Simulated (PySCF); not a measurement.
**Static response to an electric field**

CH10OSSi4.
Atom-mapped SMILES: `[OH:1][SiH2:2][Si@:3]1([SiH3:4])[SiH2:5][CH2:6][S:7]1` (hydrogens: H8 on O1; H9, H10 on Si2; H11, H12, H13 on Si4; H14, H15 on Si5; H16, H17 on C6)

Structure used (GFN2-xTB), in Å, numbered top down from 1:
```xyz
17
CH10OSSi4 angstrom
O     -2.1821    0.0358    1.9915
Si    -1.8464    1.2326    0.9289
Si    -0.2148   -0.0210   -0.1300
Si    -0.8911   -2.1942   -0.7332
Si     2.0441    0.2509    0.5058
C      2.2382    0.9574   -1.2655
S      0.5350    1.0189   -1.9415
H     -2.8508    0.1355    2.6634
H     -3.0695    1.5886    0.1980
H     -1.4729    2.4470    1.6704
H      0.2063   -3.0544   -1.1937
H     -1.9125   -2.2246   -1.7858
H     -1.4654   -2.8316    0.4539
H      2.4514    1.2680    1.4852
H      2.9489   -0.8925    0.6849
H      2.6446    1.9649   -1.3138
H      2.8300    0.3307   -1.9296
```

Level: CAM-B3LYP/def2-SVPD (PySCF), static field, nuclei fixed, core orbitals frozen in the response. The polarisability tensor in these axes (au):

```
x   162.06   5.84  -4.67
y     5.84 149.00   3.72
z    -4.67   3.72 138.70
```

**Question.** Give the principal values, the mean and the anisotropy Δα = √{½[(α1 − α2)² + (α2 − α3)² + (α1 − α3)²]}.

**Answer.** Principal values 135.94, 149.16 and 164.67 au; mean 149.92 au = 22.22 Å³ = 24.72 × 10⁻⁴⁰ C²·m²/J; Δα = 24.90 au (17 % of the mean).

**Question.** What is the dipole moment, and where does it point?

**Answer.** (-0.25, 0.24, 2.17) D, 2.19 D in size, pointing from the negative to the positive side. Measured along this direction, the outermost atoms are H17 at the negative end and H8 at the positive end.

**Question.** Refractivity n − 1 of an ideal gas of it at 350 K and 1 atm, from the electronic α?

**Answer.** N = p/kT = 2.0968 × 10¹⁹ cm⁻³, so n − 1 = 2π × N × 22.22 × 10⁻²⁴ cm³ = 2927 × 10⁻⁶ at long wavelengths.

**Question.** Estimate the molar refractivity from the static electronic polarisability.

**Answer.** Lorentz–Lorenz: R = (4π/3)N_A α = 2.5225 cm³/(mol·Å³) × 22.22 Å³ = 56.0 cm³/mol, in the limit of long wavelengths.

**Question.** Find the Langevin capture rate constant for H3+ (3.023 u) meeting this molecule (181.953 u), k = 2.342 × 10⁻⁹ cm³/s × √(α in Å³ / reduced mass in u).

**Answer.** The reduced mass is 2.97 u, so k = 6.40 × 10⁻⁹ cm³/s. The formula leaves out the permanent dipole, which adds to the capture rate.

**Question.** Sum over states: ᾱ = Σ f/ω², ω in Eh. What share falls to these 8 lowest TDDFT singlets (eV, f)? 4.42, 0.0003; 4.60, 0.0001; 5.31, 0.0252; 5.49, 0.0232; 5.55, 0.0364; 5.80, 0.0155; 5.89, 0.0511; 6.16, 0.0745.

**Answer.** They add up to 5.01 au, 3.3 % of the 149.92 au; the largest single term is 1.45 au, from the state at 6.16 eV. Terms in order: 0.01, 0.00, 0.66, 0.57, 0.88, 0.34, 1.09, 1.45 au. Higher excitations give the rest. The strengths listed sum to 0.226.

Isolated species at its GFN2-xTB geometry (one conformer only).
